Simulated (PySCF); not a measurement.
**Broadened absorption spectrum of 2-selenophenecarboxylic acid**

2-selenophenecarboxylic acid, C5H4O2Se.
SMILES with atom numbers: `[O:1]=[C:2]([OH:3])[c:4]1[cH:5][cH:6][cH:7][se:8]1` (hydrogens: H9 on O3; H10 on C5; H11 on C6; H12 on C7)

The calculation used TDDFT CAM-B3LYP/def2-SVPD, vertical, gas phase, core orbitals frozen in the response in PySCF. Geometry: PBE0-D3(BJ)/def2-SVP, one conformer, isolated molecule. Relativistic effects, spin–orbit coupling among them, are left out although an element past zinc is present. Torsions of this conformer, `[O:1]=[C:2]([OH:3])[c:4]1[cH:5][cH:6][cH:7][se:8]1`: O1–C2–C4–C5 -2°, H–O3–C2–O1 0°.

Broadening: Gaussians 0.3 eV wide at half height, area fixed by f = 4.319×10⁻⁹ ∫ε dν̃. The width is an assumption, not a result. The curve ends short of the highest state used, and states not computed would add to its high-energy end.

```
λ (nm)  ε (L mol⁻¹ cm⁻¹)
 201.3                85
 205.0               125
 208.6                94
 212.3                51
 215.9                50
 219.6                59
 223.3                48
 226.9                63
 230.6               341
 234.2              1613
 237.9              5207
 241.5             10986
 245.2             16639
 248.8             19087
 252.5             18559
 256.1             16607
 259.8             13586
 263.4              9719
 267.1              5698
 270.7              2772
 274.4              1078
 278.0               357
 281.7                96
 285.3                23
```

Problem. Locate the maxima and give the states behind the curve.

Solution. 250 nm (4.96 eV), ε about 19000, made up of S1 (24%) and S2 (75%); 219 nm (5.65 eV), ε about 59, made up of S4 (98%); 205 nm (6.05 eV), ε about 130, made up of S5 (100%) (ε in L mol⁻¹ cm⁻¹; maxima over ε = 5, shares over 10%). The states used: S1 4.80 eV (f 0.126); S2 5.02 eV (f 0.176); S3 5.17 eV (f 0.0010); S4 5.65 eV (f 0.0006); S5 6.05 eV (f 0.0014); S6 6.76 eV (f 0.0007).

Problem. Coming from long wavelengths, where does ε first pass 100 L mol⁻¹ cm⁻¹?

Solution. At about 282 nm (4.40 eV), 0.39 eV below S1.

Problem. On this curve, what absorbance would a 10⁻³ mol/L sample give at 254 nm over a 1 cm path?

Solution. 254 nm is 4.881 eV, where ε is about 18000 L mol⁻¹ cm⁻¹, so A = ε c l ≈ 18 (Beer–Lambert, with the gas-phase spectrum and the assumed width).

Problem. What would ε be at 4.96 eV, the highest of these maxima, with half the width (0.15 eV)?

Solution. About 21400 L mol⁻¹ cm⁻¹ against 19200, a factor of about 1.1; a lone state at its own centre would give exactly 2.
